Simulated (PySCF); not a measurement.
Level of theory: UPBE0/[Tc def2-TZVP with ECP28, O def2-TZVP, H def2-TZVP], scalar-relativistic core potentials, density fitting, no spin–orbit coupling, PySCF.

```xyz
4
charge 0 multiplicity 4, angstrom
Tc    0.1038    0.1798   -0.0648
O    -0.7045   -1.2202    0.3412
H     1.6702    0.1800    0.4712
H    -0.6793    1.5364    0.4712
```

H₂TcO (quartet), along the line from Tc1 (at 0) through O2 (at 1.667 Å). Core electrons replaced by a potential are absent, the electrostatic potential uses the reduced nuclear charge, and values within about 0.7 Å of such atoms have no physical meaning.

**Question.** Tabulate the fields along this line at 0.75, 0.83, 0.92, 1.00, 1.08, 1.17, 1.25, 1.33, 1.42, 1.50, 1.58, 1.75, 1.83, 1.92, 2.00, 2.08, 2.17, 2.25, 2.33, 2.42, 2.50, 2.58, 2.67 Å.

**Answer.** 
```csv
distance (Å),electron density (e/Å³),spin density (e/Å³),electron localisation function,electrostatic potential (V)
0.75,2.46,0.0803,0.422,43.8
0.83,2.02,0.0401,0.385,32.8
0.92,1.95,0.00565,0.466,26.9
1.00,2.17,-0.0273,0.624,25.4
1.08,2.66,-0.0619,0.742,28.9
1.17,3.43,-0.101,0.777,39.2
1.25,4.48,-0.145,0.726,60.1
1.33,5.73,-0.191,0.502,99.7
1.42,7.66,-0.227,0.135,176
1.50,21,-0.223,0.235,346
1.58,179,-0.0873,0.993,922
1.75,177,-0.161,0.992,921
1.83,21,-0.205,0.218,344
1.92,8,-0.174,0.167,173
2.00,5.8,-0.138,0.588,95.1
2.08,4.19,-0.104,0.796,54.2
2.17,2.88,-0.0747,0.852,31.4
2.25,1.91,-0.0524,0.863,18.2
2.33,1.24,-0.0358,0.857,10.4
2.42,0.798,-0.0239,0.838,5.68
2.50,0.512,-0.0159,0.806,2.86
2.58,0.332,-0.0106,0.759,1.15
2.67,0.217,-0.00714,0.695,0.116
```

Open d and f shells are described by one determinant, and the ground state may have another occupation or spin.
